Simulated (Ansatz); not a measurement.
Two isomers of C2H4FNOSi: A = `FC1N=C[SiH2]O1`, B = `CO[SiH](F)C#N`.

Gas-phase electronic energies from Ansatz, PBE0-D4/def2-TZVP geometries. CCSD(T)/CBS is the MP2 limit (def2-TZVPP, def2-QZVPP) plus CCSD(T) − MP2 in def2-TZVPP, frozen cores. DFT in def2-TZVPP. B3LYP here is the variant with VWN-RPA as its local correlation; programs differ in this. One conformer a species, not always the lowest.

A:

```xyz
10

F     0.102    2.328   -0.415
C     0.566    1.201    0.189
N    -0.475    0.731    1.085
C    -0.898   -0.434    0.806
Si    0.008   -1.106   -0.704
O     0.911    0.281   -0.789
H     1.451    1.474    0.770
H    -1.691   -0.853    1.424
H     0.864   -2.292   -0.465
H    -0.838   -1.330   -1.901
```

B:

```xyz
10

C     1.532    0.164    0.326
O     0.371   -0.479    0.826
Si   -1.037   -0.687    0.082
F    -0.941   -1.691   -1.141
C    -1.560    0.925   -0.667
N    -1.862    1.950   -1.097
H     2.190    0.366    1.171
H     1.281    1.109   -0.163
H     2.051   -0.484   -0.385
H    -2.025   -1.174    1.048
```

Problem. Which isomer does CCSD(T)/CBS put lower? Give the gap. (Best estimate.)

Solution. The calculation gave: B, by 245.0 kJ/mol.

Problem. Give E(B) − E(A) in kJ/mol with B3LYP, r2SCAN-D4, MP2/def2-TZVPP, CCSD/def2-TZVPP, HF/def2-TZVPP, ωB97M-V, PBE-D4. (An estimate is asked.)

Solution. Computed: B3LYP -240.0, r2SCAN-D4 -218.1, MP2/def2-TZVPP -261.4, CCSD/def2-TZVPP -249.3, HF/def2-TZVPP -265.3, ωB97M-V -229.7, PBE-D4 -199.2. None reverses the order clearly.

Largest T1 diagnostic: 0.013.

The D4 term adds +4.3 kJ/mol with B3LYP and +1.8 kJ/mol with PBE0; it sums over pairs of atoms, weighted by their polarisabilities, and B3LYP, whose exchange is more repulsive, gets the larger term. In def2-TZVPP, CCSD(T) changes the Hartree–Fock value by +20.9 kJ/mol (the triples alone add +4.9 kJ/mol) and MP2 by +3.9 kJ/mol.
